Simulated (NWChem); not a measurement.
Program: NWChem. System: hexafluoropropene (C$_{3}$F$_{6}$), charge 0, spin multiplicity 1, at a geometry optimised with B3LYP/def2-SVP. Level: RHF/def2-SVP.

Job file:

```
start mol
memory heap 200 mb stack 900 mb global 1100 mb
geometry units angstroms nocenter noautoz noautosym
  F      2.477524    -0.289571     0.756748
  C      1.383233     0.230975     0.261319
  F      1.570237     1.445240    -0.186876
  C      0.221240    -0.432308     0.232383
  F      0.164395    -1.672587     0.726672
  C     -1.094027     0.059726    -0.306301
  F     -2.020870     0.082952     0.662146
  F     -0.988759     1.289317    -0.817391
  F     -1.542825    -0.760946    -1.266233
end
basis spherical
  * library def2-svp
end
scf
  rhf
  nopen 0
  maxiter 100
  thresh 1e-7
  semidirect memsize 60000000 filesize 0
end
task scf energy
```

Part of the output:

```
             Northwest Computational Chemistry Package (NWChem) 7.3.0
             --------------------------------------------------------

                                NWChem Input Module
                                -------------------

 Scaling coordinates for geometry "geometry" by  1.889725989
 (inverse scale =  0.529177249)

                             Geometry "geometry" -> ""
                             -------------------------

 Output coordinates in angstroms (scale by  1.889725989 to convert to a.u.)

  No.       Tag          Charge          X              Y              Z
 ---- ---------------- ---------- -------------- -------------- --------------
    1 F                    9.0000     2.47752400    -0.28957100     0.75674800
    2 C                    6.0000     1.38323300     0.23097500     0.26131900
    3 F                    9.0000     1.57023700     1.44524000    -0.18687600
    4 C                    6.0000     0.22124000    -0.43230800     0.23238300
    5 F                    9.0000     0.16439500    -1.67258700     0.72667200
    6 C                    6.0000    -1.09402700     0.05972600    -0.30630100
    7 F                    9.0000    -2.02087000     0.08295200     0.66214600
    8 F                    9.0000    -0.98875900     1.28931700    -0.81739100
    9 F                    9.0000    -1.54282500    -0.76094600    -1.26623300

 Effective nuclear repulsion energy (a.u.)     510.0974708693

            Nuclear Dipole moment (a.u.)
            ----------------------------
        X                 Y               Z
 ---------------- ---------------- ----------------
    -0.0000113384     0.0000056692     0.0000000000


 Summary of "ao basis" -> "" (spherical)
 ------------------------------------------------------------------------------
       Tag                 Description            Shells   Functions and Types
 ---------------- ------------------------------  ------  ---------------------
 *                          def2-svp                  on all atoms

 Summary of "ao basis" -> "ao basis" (spherical)
 ------------------------------------------------------------------------------
[...]
    47      0.160666  4 C  py                 9     -0.152603  1 F  pz

 Vector   37  Occ=0.000000D+00  E= 1.279122D-01
              MO Center=  7.1D-01, -2.5D-02,  1.9D-01, r^2= 2.3D+00
   Bfn.  Coefficient  Atom+Function         Bfn.  Coefficient  Atom+Function
  ----- ------------  ---------------      ----- ------------  ---------------
    23      0.570408  2 C  pz                20      0.465939  2 C  pz
    51     -0.467957  4 C  pz                48     -0.347366  4 C  pz
    79     -0.243921  6 C  pz                22      0.233627  2 C  py
    19      0.190615  2 C  py                50     -0.187627  4 C  py
    87      0.176312  7 F  s                  9     -0.171551  1 F  pz

 Vector   38  Occ=0.000000D+00  E= 2.144950D-01
              MO Center=  3.7D-01, -3.3D-01,  2.3D-01, r^2= 2.7D+00
   Bfn.  Coefficient  Atom+Function         Bfn.  Coefficient  Atom+Function
  ----- ------------  ---------------      ----- ------------  ---------------
    50     -0.573713  4 C  py                59     -0.544682  5 F  s
    17      0.528029  2 C  s                 22     -0.443338  2 C  py
     3     -0.399009  1 F  s                 64     -0.310813  5 F  py
    47     -0.261279  4 C  py                78     -0.245639  6 C  py
   101      0.242116  8 F  s                 49     -0.235209  4 C  px

 Vector   39  Occ=0.000000D+00  E= 2.742373D-01
              MO Center=  1.5D+00,  4.9D-01,  1.8D-01, r^2= 2.8D+00
   Bfn.  Coefficient  Atom+Function         Bfn.  Coefficient  Atom+Function
  ----- ------------  ---------------      ----- ------------  ---------------
    17      2.788197  2 C  s                 49     -1.007497  4 C  px
    31     -0.847053  3 F  s                  3     -0.661755  1 F  s
    78      0.493040  6 C  py                50     -0.430472  4 C  py
    73     -0.426583  6 C  s                 36      0.375434  3 F  py
    44     -0.331049  4 C  s                 77     -0.332060  6 C  px

 center of mass
 --------------
 x =  -0.00428070 y =   0.00118758 z =  -0.00157152

 moments of inertia (a.u.)
 ------------------
         770.334957699244         -75.216619693765        -244.035566074010
         -75.216619693765        1495.978910893791         120.555025240628
        -244.035566074010         120.555025240628        1725.993396781158

  Mulliken analysis of the total density
  --------------------------------------

    Atom       Charge   Shell Charges
 -----------   ------   -------------------------------------------------------
    1 F    9     9.25   1.99  1.13  0.79  3.34  1.98  0.01
    2 C    6     5.34   1.99  0.88  0.05  1.86  0.41  0.15
    3 F    9     9.24   1.99  1.13  0.79  3.34  1.98  0.01
    4 C    6     6.01   1.99  0.88  0.27  2.01  0.76  0.09
    5 F    9     9.30   1.99  1.13  0.81  3.33  2.03  0.01
    6 C    6     5.00   1.99  0.90 -0.09  1.76  0.24  0.20
    7 F    9     9.29   1.99  1.13  0.80  3.34  2.02  0.01
    8 F    9     9.28   1.99  1.13  0.80  3.34  2.01  0.01
    9 F    9     9.29   1.99  1.13  0.80  3.34  2.02  0.01

       Multipole analysis of the density wrt the origin
       ------------------------------------------------

     L   x y z        total         open         nuclear
     -   - - -        -----         ----         -------
     0   0 0 0     -0.000000      0.000000     72.000000

     1   1 0 0      0.415795      0.000000     -0.000011
     1   0 1 0      0.196284      0.000000      0.000006
     1   0 0 1      0.024831      0.000000      0.000000

     2   2 0 0    -36.317189      0.000000    584.258371
     2   1 1 0     -0.009036      0.000000     35.810042
     2   1 0 1     -0.530010      0.000000    116.448228
     2   0 2 0    -36.867077      0.000000    237.219447
     2   0 1 1      1.078805      0.000000    -57.175709
     2   0 0 2    -34.794364      0.000000    128.224929

 Task  times  cpu:        6.0s     wall:        6.0s

 Total times  cpu:        6.1s     wall:        6.1s
```
